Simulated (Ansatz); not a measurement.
Calculation: frozen-core CCSD(T)/cc-pVTZ // CAM-B3LYP-D3(BJ)/def2-TZVP in Ansatz (a quantum-chemistry and plane-wave program). The restricted HF reference is unstable towards unrestricted orbitals.

Ansatz 0.2 input:
```yaml
crystal:
  periodic: [false, false, false]
  atoms:
    - { symbol: B, position_ang: [-1.796115, 1.260332, 1.956838] }
    - { symbol: C, position_ang: [-1.415687, 1.18781, 0.485853] }
    - { symbol: C, position_ang: [-0.442733, 0.360618, 0.057881] }
    - { symbol: C, position_ang: [-0.018775, 0.229618, -1.318348] }
    - { symbol: C, position_ang: [0.941325, -0.580027, -1.769628] }
    - { symbol: C, position_ang: [1.787459, -1.521065, -0.983759] }
    - { symbol: H, position_ang: [-2.654493, 1.987865, 2.35198] }
    - { symbol: H, position_ang: [-1.217708, 0.567862, 2.740107] }
    - { symbol: H, position_ang: [-1.913157, 1.797697, -0.264891] }
    - { symbol: H, position_ang: [0.059992, -0.252148, 0.798139] }
    - { symbol: H, position_ang: [-0.541069, 0.855027, -2.034272] }
    - { symbol: H, position_ang: [1.142628, -0.562724, -2.836088] }
    - { symbol: H, position_ang: [1.562391, -1.517489, 0.079378] }
    - { symbol: H, position_ang: [2.843837, -1.272622, -1.108795] }
    - { symbol: H, position_ang: [1.662095, -2.540761, -1.355009] }
basis:
  gaussian: { orbitals: cc-pVTZ }
correlation:
  method: ccsd_t
```

Output:

```
Functional definition: HF
1733 factors; integrals over basis functions are off by at most 1.1e-3 eV
mean field evaluation 1: about -5962.9389 eV, gradient 3.6e1 eV
mean field evaluation 2: about -5963.2645 eV, gradient 3.6e1 eV
mean field evaluation 4: about -5967.2314 eV, gradient 4.0e0 eV
mean field evaluation 8: about -5967.2914 eV, gradient 2.7e-1 eV
mean field evaluation 16: about -5962.9386 eV, gradient 3.6e1 eV
mean field -5967.29208809 eV, -219.2939394614 hartree, gradient 2.2e-6 eV, S^2 0.000000; 0 other end points of the search recorded, 0 dependent functions left out; unrestricted orbitals would lower it
6 core orbitals not correlated
reference -5967.29208809 eV, -219.2939394614 hartree; 16, 16 occupied and 284, 284 virtual orbitals, 1733 factors
second order -24.97546263 eV of doubles, -0.00000000 eV of singles
cycle   1  -25.64659498 eV  change   -6.7e-1 eV  update   1.1e-1
cycle   2  -26.30754107 eV  change   -6.6e-1 eV  update   3.4e-2
cycle   3  -26.44830367 eV  change   -1.4e-1 eV  update   1.6e-2
cycle   4  -26.44437733 eV  change    3.9e-3 eV  update   4.8e-3
cycle   5  -26.44327520 eV  change    1.1e-3 eV  update   2.3e-3
cycle   6  -26.44403389 eV  change   -7.6e-4 eV  update   7.8e-4
cycle   7  -26.44395936 eV  change    7.5e-5 eV  update   3.4e-4
cycle   8  -26.44392933 eV  change    3.0e-5 eV  update   1.6e-4
cycle   9  -26.44398792 eV  change   -5.9e-5 eV  update   4.6e-5
cycle  10  -26.44397762 eV  change    1.0e-5 eV  update   1.9e-5
perturbative correction -1.21182759 eV, -0.0445338424 hartree
Total energy: -5994.94789329 eV, -220.3102715569 hartree
```

Cost: about 70 core-minutes (a rough figure).
